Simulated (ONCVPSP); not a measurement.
**What the settings do to the ONCV potential of tantalum (Ta)**

Base potential:

ONCVPSP 4.0.1 input, shortened (lines: element, Z, core and valence counts, functional; n l f; lmax; l rc ep ncon nbas qcut; lloc lpopt rc5 dvloc0; l nproj debl; icmod fcfact rcfact), PBE, scalar-relativistic:

```
  Ta 73.00   10    4        4      upf
    1    0    2.00
    2    0    2.00
    2    1    6.00
    3    0    2.00
    3    1    6.00
    3    2   10.00
    4    0    2.00
    4    1    6.00
    4    2   10.00
    4    3   14.00
    5    0    2.00
    5    1    6.00
    5    2    3.00
    6    0    2.00
    2
    0    2.00    0.00    4    7    4.90
    1    1.85    0.00    4    7    6.20
    2    1.95    0.00    4    9    4.40
    4    5    1.70   -1.00
    0    2    1.00
    1    1    3.60
    2    2    2.10
    3    4.75    1.40
```

All-electron outer shells of the reference configuration (PBE, scalar-relativistic, ld1.x):

| shell | level (eV) | outermost node (bohr) | outermost maximum (bohr) |
| --- | --- | --- | --- |
| 5s | -73.00 | 0.54 | 0.98 |
| 5p | -39.40 | 0.58 | 1.13 |
| 4f | -24.70 | – | 0.44 |
| 6s | -5.44 | 1.32 | 2.78 |
| 5d | -3.59 | 0.65 | 1.58 |

Cutoffs, loose and tight: the cutoffs (Ha) at which the residual kinetic energy of the hardest occupied pseudo-wave falls to 1 and 0.1 mHa per electron. They do not see the model core or the augmentation charge, which bear on the density cutoff. Test errors are all-electron minus pseudo excitation energies from the reference, over the configurations 5s2 5p6 5d3 6s1; 5s2 5p6 5d3 6s0; 5s2 5p6 5d2 6s0; 5s2 5p5 5d3 6s2. A dash means not determined; rows that change the core or the reference have their own tests.

| change | outcome | cutoff, loose | cutoff, tight | bound ghosts | GHOST(+) flags above zero | largest test error (meV) |
| --- | --- | --- | --- | --- | --- | --- |
| base | generated | 20 Ha | 74 Ha | none | none | -191 |
| p: nproj 3 | generated | 20 Ha | 74 Ha | none | none | -205 |
| p: qcut 7.9 | generated | 20 Ha | 74 Ha | none | none | -180 |
| core correction Teter function, fcfact 6.1, rcfact 1.4 | generated | 20 Ha | 74 Ha | none | none | -195 |
| core correction Teter function, fcfact 4.75, rcfact 1.78 | generated | 20 Ha | 74 Ha | none | none | -210 |
| p: rc 1.3; local potential polynomial inside 1.30 bohr (lpopt 5, dvloc0 -1 Ha) | generated | 70 Ha | 87 Ha | none | s, d | -150 |

Q: What comes out with this change to the base: s: qcut 3.7; p: qcut 4.6; d: qcut 3.3?

A: outcome: generated; cutoff, loose: 72 Ha; cutoff, tight: 83 Ha; bound ghosts: none; GHOST(+) flags above zero: none; largest test error (meV): -213.
